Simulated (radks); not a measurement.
All-electron atom: Se I in [Ar] 3d10 4s2 4p4 (the NIST ground configuration). All-electron calculation, Dirac Kohn-Sham, PBE, spin-unpolarised, spherical densities, finite nucleus; open shells fill j = l - 1/2 first; Fermi nuclear charge, rms radius 4.14 fm. Program: a radial shooting solver on a logarithmic mesh with Libxc functionals.

Unscreened Slater integrals over Kohn-Sham orbitals (eV). Large and small components are both included.

\begin{tabular}{lr}
integral & value \\ \hline
F0(4p3/2,4p3/2) & 10.642 \\
F2(4p3/2,4p3/2) & 5.4283 \\
F0(4p3/2,4p1/2) & 10.759 \\
G2(4p3/2,4p1/2) & 5.4862 \\
F0(4p3/2,4s1/2) & 11.877 \\
G1(4p3/2,4s1/2) & 7.5662 \\
F0(4p3/2,3d5/2) & 14.125 \\
F2(4p3/2,3d5/2) & 2.6191 \\
G1(4p3/2,3d5/2) & 0.87431 \\
G3(4p3/2,3d5/2) & 0.78398 \\
F0(4p1/2,4p1/2) & 10.881 \\
F0(4p1/2,4s1/2) & 12.043 \\
G1(4p1/2,4s1/2) & 7.7783 \\
F0(4p1/2,3d5/2) & 14.415 \\
G3(4p1/2,3d5/2) & 0.82902 \\
F0(4s1/2,4s1/2) & 13.674 \\
F0(4s1/2,3d5/2) & 17.552 \\
G2(4s1/2,3d5/2) & 1.5118 \\
F0(3d5/2,3d5/2) & 39.615 \\
F2(3d5/2,3d5/2) & 18.787 \\
F4(3d5/2,3d5/2) & 11.782 \\
\end{tabular}
